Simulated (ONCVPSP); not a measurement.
## Varying the ONCV potential for Pd (Z = 46)

Base potential:

* Element: palladium
* Generator: ONCVPSP 4.0.1
* Type: optimised norm-conserving Vanderbilt (ONCV)
* Functional: LDA (Perdew-Zunger)
* Relativity: scalar-relativistic
* Frozen core: [Ar] 3d10
* Valence charge: 18
* Reference configuration: 4s2 4p6 4d9.5 (charge +0.5)
* Partial waves: 4s: rc 0.95 bohr, ncon 4, nbas 7, qcut 5.5 1/bohr, 2 projectors, debl 4 Ha; 4p: rc 1.70 bohr, ncon 3, nbas 8, qcut 10 1/bohr, 2 projectors, debl 2.6 Ha; 4d: rc 1.95 bohr, ncon 3, nbas 7, qcut 6.6 1/bohr, 2 projectors, debl 1.9 Ha
* Local potential: polynomial inside 0.65 bohr (lpopt 5, dvloc0 6 Ha)
* Core correction: Teter function fitted to the true core (icmod 2), fcfact 0.25

Cutoffs, loose and tight: the cutoffs (Ha) at which the residual kinetic energy of the hardest occupied pseudo-wave falls to 1 and 0.1 mHa per electron. They do not see the model core or the augmentation charge, which bear on the density cutoff. Test errors are all-electron minus pseudo excitation energies from the reference, over the configurations 4s2 4p6 4d10; 4s2 4p6 4d9; 4s2 4p6 4d8; 4s1 4p6 4d10. A dash means not determined; rows that change the core or the reference have their own tests.

A true bound ghost makes a file unfit for plane-wave use even where its test errors are small: the radial tests pick states by their node count and pass the ghost by.

| change | outcome | cutoff, loose | cutoff, tight | bound ghosts | GHOST(+) flags above zero | largest test error (meV) |
| --- | --- | --- | --- | --- | --- | --- |
| base | generated | 130 Ha | 151 Ha | none | s, d | -218 |
| s: qcut 3.5; p: qcut 6.4; d: qcut 4.2 | generated | – | – | none | s | -577 |
| s: qcut 4.1; p: qcut 7.5; d: qcut 4.9 | generated | 136 Ha | 178 Ha | none | s, p, d | -435 |
| s: qcut 4.6; p: qcut 8.4; d: qcut 5.5 | generated | 134 Ha | 172 Ha | none | s, p, d | -340 |
| s: qcut 5; p: qcut 9.1; d: qcut 6 | generated | 133 Ha | 157 Ha | none | s, p, d | -275 |
| s: qcut 5.6; p: qcut 10.1; d: qcut 6.7 | generated | 129 Ha | 150 Ha | none | s | -211 |
| s: qcut 7.2; p: qcut 13; d: qcut 8.6 | failed: ERROR pspot: first pseudo wave function has node, program will stop | – | – | – | – | – |
| s: qcut 7.6; p: qcut 13.7; d: qcut 9.1 | failed: ERROR pspot: first pseudo wave function has node, program will stop | – | – | – | – | – |
| s: qcut 7.9; p: qcut 14.4; d: qcut 9.5 | failed: ERROR pspot: first pseudo wave function has node, program will stop | – | – | – | – | – |

Q: What comes out with this change to the base: s: qcut 6.6; p: qcut 11.9; d: qcut 7.9?

A: outcome: generated; cutoff, loose: 120 Ha; cutoff, tight: 141 Ha; bound ghosts: s; GHOST(+) flags above zero: p; largest test error (meV): -136.

Q: What comes out with this change to the base: s: qcut 6.1; p: qcut 11.1; d: qcut 7.3?

A: outcome: generated; cutoff, loose: 125 Ha; cutoff, tight: 145 Ha; bound ghosts: s; GHOST(+) flags above zero: p; largest test error (meV): -169.
